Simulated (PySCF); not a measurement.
Compound: C₅H₇N₃O.
Cartesian coordinates in Å at the GFN2-xTB level; atoms count from 1:
```
atom  x, y, z in Å
C1    -2.3108   -1.1000    0.6895
C2    -2.0042    0.2748    0.1618
O3    -2.8444    1.1233   -0.0332
C4    -0.5829    0.5222   -0.1094
C5     0.0323    1.6872   -0.6071
N6     1.3295    1.4567   -0.6986
N7     1.4814    0.2199   -0.2793
C8     2.7651   -0.4084   -0.2088
N9     0.3850   -0.3805    0.0828
H10   -3.3775   -1.2016    0.8682
H11   -1.7577   -1.2654    1.6110
H12   -1.9785   -1.8438   -0.0310
H13   -0.4085    2.6205   -0.8855
H14    3.2474   -0.1810    0.7442
H15    2.6317   -1.4845   -0.2961
H16    3.3846   -0.0305   -1.0197
```

Probes without a nucleus sit at each ring's centroid and 1 Å off its mean plane on both sides; NICS is minus the shielding there, NICSzz its component along the normal. Level: GIAO PBE0/pcSseg-1 (PySCF, non-relativistic, gas phase) on the GFN2-xTB geometry, one conformer.

Ring bond lengths (Å), with Mayer bond orders in brackets: C4–C5 1.408 (1.30), C5–N6 1.321 (1.53), N6–N7 1.315 (1.22), N7–N9 1.301 (1.27), N9–C4 1.337 (1.40).

**Question.** What do the NICS probes read (ppm)?

**Answer.** 
```
          ring                                                 type  NICS(0)  NICS(1), two faces  NICS(1)zz, two faces  rms pucker (Å)  centre to ring atoms, mean (Å)
C4–C5–N6–N7–N9  5-membered ring with 3 N; formal bonds all aromatic    -12.8       -13.1 / -13.1         -31.9 / -31.4            0.00                            1.14
```

**Question.** What do they say, and how far can they be read as aromaticity?

**Answer.** 
- C4–C5–N6–N7–N9: mean NICS(1)zz -31.6 ppm, shielded, aromatic by this magnetic criterion (flat ring, no four-coordinate atom).

**Question.** How equal are the bonds by HOMA? HOMA takes Krygowski's 1993 parameters.

**Answer.** 
- C4–C5–N6–N7–N9: HOMA 0.97; the largest term is that of C4–C5, α(R − Ropt)² = 0.11. The geometric and the magnetic index point the same way.

**Question.** Give the inner angles of the rings and the Hirshfeld charges of the ring atoms.

**Answer.** 
- C4–C5–N6–N7–N9: C4 107.0° (-0.004 e), C5 108.0° (-0.016 e), N6 104.8° (-0.130 e), N7 115.2° (+0.108 e), N9 105.0° (-0.111 e); sum 540.0° against 540° for a flat convex ring.

**Question.** What are the shieldings of the ring atoms and their hydrogens in the same run (means over atoms taken as equivalent)?

**Answer.** 
```tsv
atoms	environment	σ isotropic (ppm)
C4	substituted aromatic carbon	34.7
C5	aromatic CH next to a ring nitrogen	45.8
N6	pyridine-type nitrogen	-99.6
N7	pyrrole-type nitrogen	-2.4
N9	pyridine-type nitrogen	-103.6
H13	aromatic hydrogen	23.54
```
